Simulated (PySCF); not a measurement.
A search over the determinants of BSe

Unrestricted PBE0; basis B 6-31G(d,p), Se 6-31G(d,p); no relativity; PySCF 2.14. Outer shells of the fragments: B 2s2 2p1; Se 3d10 4s2 4p4.

Followed along the bond (rough minima from three points):

```csv
2Ms+1,unpaired,⟨S²⟩ at the start,R at minimum (Å),Te (eV)
2,σ ↑,0.78,1.75,0.00
2,π ↑,0.75,2.00,1.72
4,"σ ↑, π ↑↑",3.76,1.95,3.16
```

Solutions found at the starting distance of 1.930 Å, counted from the lowest of them; the search is not exhaustive and high or unbound solutions are not listed, so other states can lie among these:

| 2Ms+1 | unpaired | term | E (eV) | ⟨S²⟩ | ⟨Lz²⟩ | μ (D) |
| --- | --- | --- | --- | --- | --- | --- |
| 2 | σ ↑ | ²Σ⁺ | 0.00 | 0.78 | 0.00 | -1.21 |
| 2 | π ↑ | ²Π | 1.33 | 0.75 | 1.01 | 1.60 |
| 4 | σ ↑, π ↑↑ | mixed | 2.73 | 3.76 | 2.01 | 0.38 |
| 4 | σ ↑, π ↑↑ | mixed | 3.11 | 3.75 | 2.01 | 0.09 |
| 2 | σ ↑, π ↑↓ | mixed | 3.28 | 1.75 | 2.01 | -0.06 |
| 4 | π ↑↑↑ | ⁴Π | 5.94 | 3.76 | 1.00 | 4.82 |
| 4 | σ ↑↑, π ↑ | ⁴Π | 6.09 | 3.79 | 1.00 | 0.16 |
| 4 | σ ↑↑, π ↑ | ⁴Π | 7.29 | 3.75 | 1.02 | -2.48 |

A term symbol is given only where ⟨S²⟩ and ⟨Lz²⟩ are close to those of a pure state; real π, δ and φ orbitals otherwise mix terms. A positive dipole means B(−)Se(+).

Compare the gap between the two lowest followed solutions at the starting distance with the gap between their minima.

At PBE0 the second solution (doublet, unpaired electrons π ↑) lies +1.33 eV from the first (doublet, unpaired electrons σ ↑) at 1.930 Å and +1.72 eV at the minima; the two curves relax by different amounts, since their minima lie near 2.00 and 1.75 Å.

Spin–orbit coupling is left out. Counting both spins, an empty level lies below a filled one in some of these solutions, because spin and occupation are held.
